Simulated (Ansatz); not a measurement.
Cl$_{3}$SW, charge +1, singlet, at a GFN2-xTB geometry (such geometries of metal compounds can be far from the true shape) (the multiplicity is a formal guess) (core potentials on W); B3LYP/def2-SVP (Ansatz, a program for electronic structure).

The Ansatz input:
Ansatz 0.2 input:
```yaml
crystal:
  periodic: [false, false, false]
  atoms:
    - {symbol: W, position_ang: [-0.00670039, 0.00326681, 0.00449936]}
    - {symbol: S, position_ang: [1.65251669, -0.80569397, -1.10967662]}
    - {symbol: Cl, position_ang: [0.74241801, 0.71626824, 1.86480396]}
    - {symbol: Cl, position_ang: [-0.84889867, 1.58893945, -1.13857849]}
    - {symbol: Cl, position_ang: [-1.41966276, -1.56112773, 0.29859061]}
basis:
  gaussian:
    orbitals: def2-SVP
hamiltonian:
  xc: b3lyp
total_charge: 1
```

Output, abridged:

```
Functional definition: B3LYP
949 factors; integrals over basis functions are off by at most 9.9e-4 eV
mean field evaluation 1: about -50211.6015 eV, gradient 2.3e1 eV
mean field evaluation 2: about -50210.8405 eV, gradient 2.9e1 eV
mean field evaluation 4: about -50212.8201 eV, gradient 3.1e0 eV
mean field evaluation 8: about -50212.9801 eV, gradient 5.7e-1 eV
mean field evaluation 16: about -50212.9812 eV, gradient 2.6e-5 eV
mean field -50212.98122679 eV, -1845.2930245033 hartree, gradient 3.1e-5 eV, S^2 0.000000; 0 other end points of the search recorded, 0 dependent functions left out
reference -50212.98150220 eV, -1845.2930346245 hartree; 40, 40 occupied and 64, 64 virtual orbitals, 949 factors
Total energy: -50212.98150220 eV, -1845.2930346245 hartree
```
